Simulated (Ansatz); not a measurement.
**Abstraction of Cl: C2H5ClSi + SbH2 → C2H5Si + SbH2Cl**

Species: C2H5ClSi `C=C[SiH2]Cl`, singlet; SbH2 `[SbH2]`, doublet; C2H5Si `C=C[SiH2]`, doublet; SbH2Cl `[Cl][SbH2]`, singlet. A radical takes Cl: the energy is the difference in strength between the Si–Cl bond broken and the Sb–Cl bond made.

Shapes, held fixed at every level: PBE0-D4/def2-TZVP. Flexible molecules stand in one conformer, not always the lowest. Programs: Ansatz 0.2.0. The zero-point and thermal change to 298 K, harmonic and unscaled (PBE0-D4/def2-TZVP), is -2.2 kJ/mol.

| level | kind | ΔH(298 K) (kJ/mol) | CPU time (sum over the molecules) |
| --- | --- | --- | --- |
| HF/def2-TZVPP | Hartree–Fock | +145.9 | – |
| PBE-D4/def2-TZVPP | GGA | +116.1 | 17 s |
| r2SCAN-D4/def2-TZVPP | meta-GGA | +126.7 | 38 s |
| r2SCAN0-D4/def2-TZVPP | global hybrid | +136.1 | 40 s |
| wB97M-V/def2-TZVPP | range-separated hybrid | +149.2 | 78 s |
| wB97X-V/def2-TZVPP | range-separated hybrid | +141.1 | 55 s |
| B2PLYP/def2-TZVPP | double hybrid | +138.8 | 35 s |

B2PLYP/def2-TZVPP gives ΔH(298 K) = +138.8 kJ/mol; the levels span +116.1 to +149.2. The median of the levels is +138.8. No measured value is set beside it here. Spin contamination: C2H5Si (⟨S²⟩ up to 0.90). Open shells run unrestricted unless RO is named. For atoms past krypton def2 sets carry core potentials with scalar relativity. Correlated rows may include outer-core shells of Sb, which these sets cover unevenly. Times are processor times on shared x86 and Arm servers, and rough.
